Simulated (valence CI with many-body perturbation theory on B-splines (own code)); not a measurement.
## Nd²⁸⁺: what each term of the Hamiltonian does

Calculated by valence CI with perturbative core correlation (CI+MBPT): four valence electrons over a frozen Dirac-Fock core [Ar] 3d10, a basis of 11 s, 11 p, 9 d, 7 f, 5 g, 2 h, 1 i functions for each j, with the one-electron correlation potential Σ1, the two-electron term Σ2, the three-electron term Σ3, Breit, model QED; selected CI, second order for the rest (own B-spline code, finite nucleus).

The last digits are not significant, and no measured levels were compared; by estimate large intervals hold to a few tenths of a per cent, small ones and those within an open d or f shell to about a per cent.

Each rung adds one term. CI alone is the Dirac-Coulomb CI over the frozen core; QED comes last and gives the full result, which names the levels. Energies are above (4s^2 4p1/2^2) J=0 on the same rung, in cm⁻¹.

Levels are named by their leading jj configuration (3d3/2^4 stands for four electrons in 3d with j = 3/2), which in mixed levels can hold well under half, so a name can repeat and another be missing. Letters in brackets count levels of one name in rising energy.

```csv
Level,CI alone,+ Σ1,+ Σ2,+ Σ3,+ Breit,Full
(4s^2 4p1/2 4p3/2) J=1,220268,221444,222421,222503,219404,219798
(4s^2 4p1/2 4p3/2) J=2,245277,246474,247058,247086,243806,244209
(4s^2 4p3/2^2) J=2,484207,486590,487950,488008,481696,482473
(4s^2 4p3/2^2) J=0,540595,542996,543350,543258,537127,537881
(4s 4p1/2^2 4p3/2) J=2,722005,722895,725678,725922,725364,721811
(4s 4p1/2^2 4p3/2) J=1,811012,811927,811273,811391,810777,807300
(4s 4p1/2 4p3/2^2) J=2 [a],926789,928661,932511,932813,929477,926392
(4s 4p1/2 4p3/2^2) J=3,975040,976983,979798,980046,976238,973193
(4s 4p1/2 4p3/2^2) J=0,1026340,1028340,1029720,1029820,1026490,1023350
(4s 4p1/2 4p3/2^2) J=2 [b],1034450,1035680,1036630,1036890,1032650,1030870
(4s 4p1/2 4p3/2^2) J=1 [a],1051080,1053110,1052740,1052860,1049250,1046200
(4s 4p1/2 4p3/2^2) J=1 [b],1098720,1100640,1094870,1094880,1091680,1088520
(4s^2 4p1/2 4d3/2) J=2,1113320,1114400,1112630,1112770,1108110,1106820
(4s^2 4p1/2 4d5/2) J=3,1184560,1185420,1183640,1183790,1177300,1177180
(4s^2 4p1/2 4d3/2) J=1,1197670,1198210,1191200,1191140,1186400,1185900
(4s^2 4p1/2 4d5/2) J=2,1204850,1205790,1200470,1200530,1194580,1194180
(4s 4p3/2^3) J=2,1249500,1252330,1253720,1253920,1247180,1244870
(4s 4p3/2^3) J=1,1340980,1343670,1339270,1339340,1332750,1330680
(4s^2 4p3/2 4d5/2) J=4,1378740,1380650,1381580,1381860,1372320,1372660
(4s^2 4p3/2 4d3/2) J=2,1390450,1392060,1387000,1387090,1379260,1379190
(4s^2 4p3/2 4d3/2) J=0,1402120,1403690,1399330,1399420,1391690,1391760
(4s^2 4p3/2 4d3/2) J=3,1409300,1410870,1405670,1405710,1397480,1397590
(4s^2 4p3/2 4d3/2) J=1,1428580,1430590,1424810,1424820,1416980,1416470
(4s^2 4p3/2 4d5/2) J=2,1459170,1461290,1455500,1455520,1446740,1446540
(4s^2 4p3/2 4d5/2) J=3,1505470,1507360,1500200,1500070,1490900,1491160
(4s^2 4p3/2 4d5/2) J=1,1531290,1533350,1526480,1526220,1517410,1517420
(4p1/2^2 4p3/2^2) J=2,1556210,1557330,1557670,1558020,1556750,1550600
(4s 4p1/2^2 4d3/2) J=1,1577270,1577310,1579600,1580010,1577850,1573670
(4s 4p1/2^2 4d3/2) J=2,1607460,1607940,1608530,1608900,1606510,1601920
(4p1/2^2 4p3/2^2) J=0,1637250,1638930,1635800,1635950,1634960,1628120
(4s 4p1/2^2 4d5/2) J=3,1657480,1657990,1658980,1659390,1655590,1651610
```

Q: How does the ionisation energy move along the ladder, and which term matters most?

A: CI alone 1049.6, + Σ1 1051.1, + Σ2 1051.2, + Σ3 1051.1, + Breit 1050.1, + QED 1050.1 eV. The largest step is Σ1, 1.6 eV. NIST lists 1049 ± 4 eV (theoretical).
